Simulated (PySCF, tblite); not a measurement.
Isomers of C4H6FOSi (doublet state), one GFN2-xTB conformer each. Single-point energies are computed at B3LYP/pcH-1 (PySCF, gas phase, no added dispersion term), electronic only. GFN2-xTB treats the open shell by occupation alone, and not every SCF solution was tested for stability.

**Question.** Rank them by B3LYP/pcH-1 energy, lowest first (kcal/mol).
A. `[O:1]=[C:2]1[CH2:3][CH:4]([SiH:5][F:6])[CH2:7]1` (doublet state) with C3–C4–Si5–F6 62°
B. `[OH:1][C:2]1[CH:3]=[C:4]([SiH2:5][F:6])[CH2:7]1` (doublet state) with H–O1–C2–C3 0°, C3–C4–Si5–F6 0°

**Answer.** A (0.0), B (8.8).

As drawn, the higher has an O–H bond, which the lower lacks. GFN2-xTB itself gives, in the same order: 0.0, 4.3. Both levels put the same isomer lowest.

**Question.** What happens when harmonic zero-point energies from GFN2-xTB frequencies are added?

**Answer.** 
```
             SMILES  ZPE (kcal/mol)  electronic (kcal/mol)  with ZPE (kcal/mol)
   O=C1CC([SiH]F)C1            56.5                    0.0                  0.0
O[C]1C=C([SiH2]F)C1            54.0                    8.8                  6.3
```

The zero-point energies span 2.5 kcal/mol. The order is unchanged.
